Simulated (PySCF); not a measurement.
C3H3BFNO, SMILES N#C[C@@H]1COB1F.

Geometry optimised at B3LYP-D3(BJ)/def2-SVP. The structure was generated by enumeration; whether it is a known compound was not checked.

Method: PySCF with PBE0/def2-TZVP.

Gas-phase values at a fixed geometry.

The total energy comes out as -370.59671 hartree and the highest occupied level comes out as -9.04 eV. The lowest empty level is -0.30 eV and the orbital gap is 8.74 eV. The dipole moment is 3.72 D, the quadrupole, principal values (traceless, Buckingham form, about the centre of nuclear charge) is -16.86, 7.29, 9.56 D·Å and the mean static polarisability comes out as 50.7 bohr³ (7.51 Å³). The polarisability, principal values comes out as 40.3, 48.7, 63.1 bohr³.
